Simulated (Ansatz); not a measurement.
Reaction 3 R1 → P1 + 3 P2, each structure at its B3LYP-D3(BJ)/def2-TZVP stationary point, reached from a drawn start (curvature not checked).
P1: B3H3O6 (SMILES OB1OB(O)OB(O)O1), charge 0, multiplicity 1.
R1, BH3O3 (SMILES OB(O)O) (charge 0, multiplicity 1):
```xyz
7

O     -1.3352    -0.2372     0.1911
B      0.0000     0.0000    -0.0001
O      0.4443     1.2771    -0.2175
O      0.8909    -1.0399     0.0263
H     -1.5314    -1.1681     0.3344
H     -0.2672     1.9246    -0.2149
H      1.7986    -0.7564    -0.1192
```
P2: H2O (SMILES O), charge 0, multiplicity 1.

P less R. No zero-point or thermal terms. One arrangement of each flexible species, with no search for the lowest.

Frozen-core correlation throughout.

Programs: Ansatz (Gaussian orbitals). No computed number here is a measurement.

Total energies in hartree:

| structure | PBE/def2-TZVPP | PBE0/def2-TZVPP | CCSD(T)/cc-pVDZ |
|---|---|---|---|
| P1 | -527.822506 | -527.838273 | -526.903823 |
| R1 | -252.329826 | -252.335379 | -251.885723 |
| P2 | -76.380147 | -76.380766 | -76.241020 |

Q: Work out the reaction energy at each level in eV (1 hartree = 27.21139 eV), and say how far PBE/def2-TZVPP lies from CCSD(T)/cc-pVDZ.

A: 
- PBE/def2-TZVPP: 3 × (-76.380147) + (-527.822506) − 3 × (-252.329826) = 0.026531 hartree = 0.722 eV
- PBE0/def2-TZVPP: 3 × (-76.380766) + (-527.838273) − 3 × (-252.335379) = 0.025566 hartree = 0.696 eV
- CCSD(T)/cc-pVDZ: 3 × (-76.241020) + (-526.903823) − 3 × (-251.885723) = 0.030286 hartree = 0.824 eV
PBE/def2-TZVPP less CCSD(T)/cc-pVDZ: -0.102 eV. CCSD(T)/cc-pVDZ is the level counted from, the highest shown, and no exact or measured value.

Ansatz is a quantum-chemistry and plane-wave program.
